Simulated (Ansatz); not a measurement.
The cluster Ga₇Sb₇. Total charge 0; singlet. Geometry r2SCAN-D4/def2-SVP, loosely relaxed.

Cartesian coordinates in Å:
```
Ga -1.125 -3.764 -0.586
Ga 0.654 -3.008 1.625
Ga 0.551 2.466 2.258
Ga -0.656 -1.409 -1.914
Ga -0.676 3.796 -0.070
Ga 0.783 0.047 1.824
Ga 0.206 1.696 -1.859
Sb -0.039 -1.625 3.556
Sb -1.783 3.177 -2.238
Sb -2.964 -2.196 -1.249
Sb 1.505 -0.412 -2.827
Sb 0.109 4.897 2.078
Sb 1.252 -4.516 -0.334
Sb 2.183 0.851 -0.265
```

In the def2 sets Sb takes a core potential; there is no spin–orbit coupling. B3LYP takes the VWN-RPA correlation. Single mean-field runs in def2-SVP, def2-TZVP are fitted with def2-universal-jkfit. The geometry of the charge 0 singlet is only loosely relaxed. Another isomer (singlet) lies 2.67 eV lower at PBE0-D4/def2-TZVP; other spin states weren't run for this one.

Q: Estimate the orbital energies around the gap (eV) in Ansatz with PBE-D4/def2-SVP, PBE-D4/def2-TZVP, r2SCAN-D4/def2-TZVP, B3LYP-D4/def2-TZVP, PBE0-D4/def2-SVP.

A: 
```json
{"orbital": "HOMO−9", "PBE-D4/def2-SVP": "-6.27", "PBE-D4/def2-TZVP": "-6.26", "r2SCAN-D4/def2-TZVP": "-6.55", "B3LYP-D4/def2-TZVP": "-6.87", "PBE0-D4/def2-SVP": "-7.16"}
{"orbital": "HOMO−8", "PBE-D4/def2-SVP": "-6.09", "PBE-D4/def2-TZVP": "-6.09", "r2SCAN-D4/def2-TZVP": "-6.36", "B3LYP-D4/def2-TZVP": "-6.68", "PBE0-D4/def2-SVP": "-6.96"}
{"orbital": "HOMO−7", "PBE-D4/def2-SVP": "-5.94", "PBE-D4/def2-TZVP": "-5.95", "r2SCAN-D4/def2-TZVP": "-6.21", "B3LYP-D4/def2-TZVP": "-6.53", "PBE0-D4/def2-SVP": "-6.80"}
{"orbital": "HOMO−6", "PBE-D4/def2-SVP": "-5.77", "PBE-D4/def2-TZVP": "-5.78", "r2SCAN-D4/def2-TZVP": "-6.03", "B3LYP-D4/def2-TZVP": "-6.36", "PBE0-D4/def2-SVP": "-6.62"}
{"orbital": "HOMO−5", "PBE-D4/def2-SVP": "-5.56", "PBE-D4/def2-TZVP": "-5.58", "r2SCAN-D4/def2-TZVP": "-5.82", "B3LYP-D4/def2-TZVP": "-6.15", "PBE0-D4/def2-SVP": "-6.39"}
{"orbital": "HOMO−4", "PBE-D4/def2-SVP": "-5.37", "PBE-D4/def2-TZVP": "-5.39", "r2SCAN-D4/def2-TZVP": "-5.63", "B3LYP-D4/def2-TZVP": "-5.94", "PBE0-D4/def2-SVP": "-6.18"}
{"orbital": "HOMO−3", "PBE-D4/def2-SVP": "-5.33", "PBE-D4/def2-TZVP": "-5.34", "r2SCAN-D4/def2-TZVP": "-5.58", "B3LYP-D4/def2-TZVP": "-5.88", "PBE0-D4/def2-SVP": "-6.12"}
{"orbital": "HOMO−2", "PBE-D4/def2-SVP": "-5.21", "PBE-D4/def2-TZVP": "-5.22", "r2SCAN-D4/def2-TZVP": "-5.45", "B3LYP-D4/def2-TZVP": "-5.75", "PBE0-D4/def2-SVP": "-5.99"}
{"orbital": "HOMO−1", "PBE-D4/def2-SVP": "-5.00", "PBE-D4/def2-TZVP": "-5.03", "r2SCAN-D4/def2-TZVP": "-5.26", "B3LYP-D4/def2-TZVP": "-5.56", "PBE0-D4/def2-SVP": "-5.77"}
{"orbital": "HOMO", "PBE-D4/def2-SVP": "-4.76", "PBE-D4/def2-TZVP": "-4.79", "r2SCAN-D4/def2-TZVP": "-5.00", "B3LYP-D4/def2-TZVP": "-5.29", "PBE0-D4/def2-SVP": "-5.50"}
{"orbital": "LUMO", "PBE-D4/def2-SVP": "-3.50", "PBE-D4/def2-TZVP": "-3.53", "r2SCAN-D4/def2-TZVP": "-3.58", "B3LYP-D4/def2-TZVP": "-3.13", "PBE0-D4/def2-SVP": "-3.08"}
{"orbital": "LUMO+1", "PBE-D4/def2-SVP": "-3.44", "PBE-D4/def2-TZVP": "-3.47", "r2SCAN-D4/def2-TZVP": "-3.51", "B3LYP-D4/def2-TZVP": "-3.06", "PBE0-D4/def2-SVP": "-2.98"}
{"orbital": "LUMO+2", "PBE-D4/def2-SVP": "-3.14", "PBE-D4/def2-TZVP": "-3.17", "r2SCAN-D4/def2-TZVP": "-3.17", "B3LYP-D4/def2-TZVP": "-2.75", "PBE0-D4/def2-SVP": "-2.68"}
{"orbital": "LUMO+3", "PBE-D4/def2-SVP": "-2.97", "PBE-D4/def2-TZVP": "-3.01", "r2SCAN-D4/def2-TZVP": "-3.02", "B3LYP-D4/def2-TZVP": "-2.57", "PBE0-D4/def2-SVP": "-2.49"}
{"orbital": "LUMO+4", "PBE-D4/def2-SVP": "-2.88", "PBE-D4/def2-TZVP": "-2.94", "r2SCAN-D4/def2-TZVP": "-2.92", "B3LYP-D4/def2-TZVP": "-2.49", "PBE0-D4/def2-SVP": "-2.40"}
{"orbital": "LUMO+5", "PBE-D4/def2-SVP": "-2.75", "PBE-D4/def2-TZVP": "-2.78", "r2SCAN-D4/def2-TZVP": "-2.70", "B3LYP-D4/def2-TZVP": "-2.34", "PBE0-D4/def2-SVP": "-2.21"}
```
